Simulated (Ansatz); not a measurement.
`C[SiH]1CO[SiH2]1` and `[SiH3][SiH]1CO[SiH2]1` differ in one atom or group.

Ansatz, PBE0-D4/def2-TZVP geometries, multiplicity 1. 

```tsv
property	`C[SiH]1CO[SiH2]1`
HOMO–LUMO gap (B3LYP/def2-TZVPP) / eV	6.79
HOMO energy (PBE/def2-TZVPP) / eV	-6.30
HOMO–LUMO gap (PBE/def2-TZVPP) / eV	5.19
HOMO energy (B3LYP/def2-TZVPP) / eV	-7.24
LUMO energy (PBE0/def2-TZVPP) / eV	-0.26
HOMO–LUMO gap (PBE0/def2-TZVPP) / eV	7.16
```

(1) Give the same properties after the change, and the shifts. (Best estimate.)

Answers

(1) Computed: 
```csv
property,`[SiH3][SiH]1CO[SiH2]1`,shift
HOMO–LUMO gap (B3LYP/def2-TZVPP) / eV,6.51,-0.28
HOMO energy (PBE/def2-TZVPP) / eV,-6.38,-0.08
HOMO–LUMO gap (PBE/def2-TZVPP) / eV,4.89,-0.30
HOMO energy (B3LYP/def2-TZVPP) / eV,-7.34,-0.10
LUMO energy (PBE0/def2-TZVPP) / eV,-0.66,-0.40
HOMO–LUMO gap (PBE0/def2-TZVPP) / eV,6.88,-0.28
```

With PBE0 the HOMO falls by 0.11 eV and the LUMO falls by 0.40 eV, so the gap narrows by about 0.29 eV. PBE moves the HOMO by -0.08 eV and ωB97M-V by -0.07 eV.

B3LYP here is the variant with VWN-RPA as its local correlation; programs differ in this.
